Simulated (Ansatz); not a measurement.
Total energies of ZrClF₃ from Ansatz at PBE0-D4/def2-TZVP, gas phase (1 Eh = 27.2114 eV = 2625.5 kJ/mol). The reference geometry is relaxed at PBE-D4/def2-SVP.

Cartesian coordinates in Å:
```
Zr -0.062 -0.041 0.034
Cl 1.712 1.148 -0.957
F -1.464 1.157 0.503
F 0.549 -0.926 1.605
F -0.736 -1.337 -1.185
```

```json
{"state": "charge 0 singlet", "geometry": "reference", "energy (Eh)": "-806.82874"}
{"state": "charge 1 doublet", "geometry": "reference", "energy (Eh)": "-806.36788"}
{"state": "charge 1 doublet", "geometry": "relaxed at PBE-D4/def2-SVP", "energy (Eh)": "-806.38652"}
{"state": "free Zr atom (triplet)", "geometry": "–", "energy (Eh)": "-46.88229"}
{"state": "free Cl atom (doublet)", "geometry": "–", "energy (Eh)": "-459.99739"}
{"state": "free F atom (doublet)", "geometry": "–", "energy (Eh)": "-99.67617"}
```

In the def2 sets Zr takes a core potential; there is no spin–orbit coupling.

Problem. Work out the vertical ionisation energy to the doublet.

Solution. E(charge 1 doublet) − E(charge 0 singlet) = -806.36788 − (-806.82874) = 0.46086 Eh = 12.54 eV. For comparison, −ε of the highest occupied level is 10.03 eV at this level, 2.51 eV less.

Problem. How much does the charge 1 doublet relax, and what is the adiabatic ionisation energy?

Solution. Relaxation: -806.36788 − (-806.38652) = 0.01864 Eh = 0.51 eV. Adiabatic ionisation energy: 0.44222 Eh = 12.03 eV, without zero-point energy. 

Problem. What is the binding energy per atom against free atoms?

Solution. Atoms: 1 × (-46.88229) + 1 × (-459.99739) + 3 × (-99.67617) = -805.90819 Eh. Binding: -805.90819 − (-806.82874) = 0.92055 Eh = 25.05 eV, or 5.01 eV for each of 5 atoms (no zero-point energy, no counterpoise term).
